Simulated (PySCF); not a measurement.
Species: 4-chloropyridine, C5H4ClN.
Cartesian coordinates in Å at the PBE0-D3(BJ)/def2-SVP level; atoms count from 1:
```
atom  x, y, z in Å
Cl1   -0.439    2.781    0.143
C2    -0.167    1.080    0.044
C3    -1.243    0.199   -0.019
C4    -0.959   -1.164   -0.097
N5     0.272   -1.666   -0.114
C6     1.286   -0.808   -0.053
C7     1.132    0.576    0.027
H8    -2.270    0.567   -0.008
H9    -1.784   -1.884   -0.147
H10    2.295   -1.237   -0.069
H11    1.993    1.243    0.074
```

Level: PBE0/pcSseg-1 and PBE0/def2-SVPD in PySCF, non-relativistic, on one gas-phase PBE0-D3(BJ)/def2-SVP geometry that isn't relaxed in the solvent. The solvent is an IEF-PCM continuum (van der Waals radii × 1.2). The model holds no explicit solvent molecules, cavitation or dispersion.

Gas phase at PBE0/pcSseg-1: HOMO -7.79 eV, LUMO -1.15 eV, dipole 0.72 D.

**Question.** What does the continuum do to the energy, the frontier levels and the dipole at PBE0/pcSseg-1 in chloroform and acetone?

**Answer.** 
```tsv
solvent	ε	E(solvent) − E(gas) (kcal/mol)	polarisation term (kcal/mol)	distortion of the solute (kcal/mol)	HOMO (eV)	LUMO (eV)	dipole (D)
chloroform	4.711	-3.25	-3.59	0.34	-7.86	-1.11	0.95
acetone	20.49	-4.37	-4.99	0.62	-7.90	-1.11	1.05
```

Polarisation term: ½ Σ q·V over the induced surface charges. Distortion: the rise of the solute's own energy as its density leaves the gas-phase optimum. From chloroform to acetone the lowering changes by a factor 1.34, Onsager's factor (ε − 1)/(2ε + 1) by 1.30 and ε itself by 4.3.

**Question.** Give the dipole vector in the frame of the coordinates (D, pointing from negative to positive charge), gas and acetone.

**Answer.** Gas (-0.11, 0.71, 0.04), solvent (-0.16, 1.04, 0.06). Its length changes by +46 % and its direction by less than 1°.

**Question.** Which ESP-fitted charges (PBE0/pcSseg-1) respond most in acetone (means over atoms taken as equivalent)?

**Answer.** 
| atoms | environment | gas (e) | solvent (e) | change |
| --- | --- | --- | --- | --- |
| N5 | pyridine-type nitrogen | -0.695 | -0.785 | -0.090 |
| C4/C6 | aromatic CH next to a ring nitrogen | +0.500 | +0.531 | +0.031 |
| H8/H11 | aromatic hydrogen | +0.197 | +0.217 | +0.020 |
| C3/C7 | aromatic CH carbon | -0.504 | -0.517 | -0.013 |
| Cl1 | aryl chlorine | -0.086 | -0.098 | -0.012 |
| C2 | aromatic C–Cl carbon | +0.323 | +0.333 | +0.010 |
| H9/H10 | aromatic hydrogen | +0.036 | +0.045 | +0.009 |

**Question.** How do the nuclear quadrupole coupling constants eQVzz/h respond in acetone?

**Answer.** 
```json
{"nucleus": "35Cl at Cl1", "Q (barn)": "-0.0817", "gas (MHz)": "-75.28", "solvent (MHz)": "-74.50", "η gas": "0.12", "η solvent": "0.13"}
{"nucleus": "14N at N5", "Q (barn)": "0.02044", "gas (MHz)": "-5.42", "solvent (MHz)": "-5.21", "η gas": "0.34", "η solvent": "0.32"}
```

Gas phase at PBE0/def2-SVPD: HOMO -7.78 eV, LUMO -1.23 eV, dipole 0.69 D.

**Question.** What does the continuum do to the energy, the frontier levels and the dipole at PBE0/def2-SVPD in chloroform and acetone?

**Answer.** 
```json
{"solvent": "chloroform", "ε": "4.711", "E(solvent) − E(gas) (kcal/mol)": "-3.11", "polarisation term (kcal/mol)": "-3.49", "distortion of the solute (kcal/mol)": "0.38", "HOMO (eV)": "-7.85", "LUMO (eV)": "-1.18", "dipole (D)": "0.95"}
{"solvent": "acetone", "ε": "20.49", "E(solvent) − E(gas) (kcal/mol)": "-4.19", "polarisation term (kcal/mol)": "-4.90", "distortion of the solute (kcal/mol)": "0.71", "HOMO (eV)": "-7.90", "LUMO (eV)": "-1.18", "dipole (D)": "1.07"}
```

**Question.** How does the static polarisability (PBE0/def2-SVPD, frozen core, with the continuum's full static response) change?

**Answer.** 
| medium | isotropic (au) | principal values (au) | ⟨r²⟩ of the electrons (bohr²) |
| --- | --- | --- | --- |
| gas | 76.5 | 46.5, 82.8, 100.2 | 869.9 |
| chloroform | 97.2 | 57.4, 106.2, 127.9 | 870.0 |
| acetone | 105.6 | 63.1, 115.6, 138.1 | 870.1 |

The isotropic value in acetone is 1.38 times the gas-phase one; no cavity-field correction is applied. ⟨r²⟩ is taken about the centre of nuclear charge.
